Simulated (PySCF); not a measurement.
Isomers of C9H18Se, mass 206.057 u with the commonest isotopes. Method used: PBE0-D3(BJ)/def2-SVP geometry optimisation, gas phase in PySCF 2.14.0. One conformer each, none proved a minimum here; rigid rotors.

Question: Order these by rotational constant B, largest first.
A. `[CH3:1][CH2:2][Se:3][CH2:4][CH2:5][CH:6]1[CH2:7][CH2:8][CH2:9][CH2:10]1` with C1–C2–Se3–C4 74°, C2–Se3–C4–C5 -176°, Se3–C4–C5–C6 -59°, C4–C5–C6–C7 -176°, C5–C6–C7–C8 150°, C6–C7–C8–C9 1°, C7–C8–C9–C10 -26°, C8–C9–C10–C6 41°
B. `[CH3:1][CH2:2][C@@H:3]1[CH2:4][CH2:5][CH2:6][CH2:7][Se:8][C@@H:9]1[CH3:10]` with C1–C2–C3–C4 -54°, C2–C3–C4–C5 -168°, C3–C4–C5–C6 96°, C4–C5–C6–C7 -73°, C5–C6–C7–Se8 58°
C. `CC(C)(C)C(=[Se])C(C)(C)C`

Answer: C (921.5 MHz), B (781.8 MHz), A (386.5 MHz).

Question: Order these by radius of gyration √(Σ m r²/M), largest first.
A. `[CH3:1][CH2:2][C@@H:3]1[CH2:4][CH2:5][CH2:6][CH2:7][Se:8][C@@H:9]1[CH3:10]` with C1–C2–C3–C4 -54°, C2–C3–C4–C5 -168°, C3–C4–C5–C6 96°, C4–C5–C6–C7 -73°, C5–C6–C7–Se8 58°
B. `CC(C)(C)C(=[Se])C(C)(C)C`
C. `[CH3:1][CH2:2][Se:3][CH2:4][CH2:5][CH:6]1[CH2:7][CH2:8][CH2:9][CH2:10]1` with C1–C2–Se3–C4 74°, C2–Se3–C4–C5 -176°, Se3–C4–C5–C6 -59°, C4–C5–C6–C7 -176°, C5–C6–C7–C8 150°, C6–C7–C8–C9 1°, C7–C8–C9–C10 -26°, C8–C9–C10–C6 41°

Answer: C (2.630 Å), A (2.172 Å), B (2.138 Å).

Question: Order these by rotational constant A, largest first.
A. `CC(C)(C)C(=[Se])C(C)(C)C`
B. `[CH3:1][CH2:2][Se:3][CH2:4][CH2:5][CH:6]1[CH2:7][CH2:8][CH2:9][CH2:10]1` with C1–C2–Se3–C4 74°, C2–Se3–C4–C5 -176°, Se3–C4–C5–C6 -59°, C4–C5–C6–C7 -176°, C5–C6–C7–C8 150°, C6–C7–C8–C9 1°, C7–C8–C9–C10 -26°, C8–C9–C10–C6 41°
C. `[CH3:1][CH2:2][C@@H:3]1[CH2:4][CH2:5][CH2:6][CH2:7][Se:8][C@@H:9]1[CH3:10]` with C1–C2–C3–C4 -54°, C2–C3–C4–C5 -168°, C3–C4–C5–C6 96°, C4–C5–C6–C7 -73°, C5–C6–C7–Se8 58°

Answer: B (2597 MHz), C (1194 MHz), A (1001 MHz).

| SMILES | point group | Ia (u·Å²) | Ib (u·Å²) | Ic (u·Å²) | κ | μa (D) | μb (D) | μc (D) |
| --- | --- | --- | --- | --- | --- | --- | --- | --- |
| CC[Se]CCC1CCCC1 | C1 | 194.63 | 1307.44 | 1349.17 | -0.99 | 0.38 | 0.52 | 1.22 |
| CC[C@@H]1CCCC[Se][C@@H]1C | C1 | 423.26 | 646.46 | 873.94 | -0.34 | 0.38 | 1.08 | 1.11 |
| CC(C)(C)C(=[Se])C(C)(C)C | near C2 | 505.08 | 548.40 | 830.74 | 0.60 | 2.51 | 0.00 | 0.02 |
